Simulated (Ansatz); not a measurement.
Input for Ansatz (development build ahead of 0.2.0):

```yaml
crystal:
  periodic: [false, false, false]
  atoms:
    - { symbol: Ce, position_ang: [0.0, 0.0, 0.0] }
    - { symbol: F, position_ang: [0.0, 1.76269, 1.12296] }
    - { symbol: F, position_ang: [0.0, -1.76269, 1.12296] }
basis:
  gaussian: { orbitals: def2-TZVPP }
magnetization:
  spin_polarized: true
  initial_magnetization: 2
hamiltonian:
  xc: pbe
```

The input is written out in the form of the current development build from the run's settings. The basis set brings a core potential for Ce, so the total leaves out those core electrons.

Results

- Converged: yes
- Total energy: -674.76396 hartree
- Spin squared of the determinant: 2.002
- Stability test: minimum

Caution: other spin multiplicities were not run.
